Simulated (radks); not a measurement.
The numbers below are computed, except where a source is named.
Ionisation of the phosphorus ion P11+, [He] 2s2, to [He] 2s1 as the strength of local exchange is varied. Code: a radial shooting solver on a logarithmic mesh with Libxc functionals. Model: scalar-relativistic Kohn-Sham, Slater X-alpha exchange (alpha = 2/3 is LDA exchange), no correlation, spin-polarised, spherical densities, point nucleus.

alpha  E(P11+) (hartree)  exchange (hartree)  IE (eV)  -e of the level emptied (eV)  <r> of it (bohr)
0.667         -257.82299           -10.24517   553.67                   533.26 (2s)            0.4445
0.72          -258.63808           -11.07909   556.19                   536.28 (2s)            0.4434
0.794         -259.77856           -12.24832   559.71                   540.50 (2s)            0.4419
0.98          -262.65775           -15.21234   568.61                   551.20 (2s)            0.4381
1.042         -263.62148           -16.20834   571.59                   554.78 (2s)            0.4369

NIST Atomic Spectra Database: 560.6 eV (semi-empirical). The Delta-SCF value meets it near alpha = 0.81.
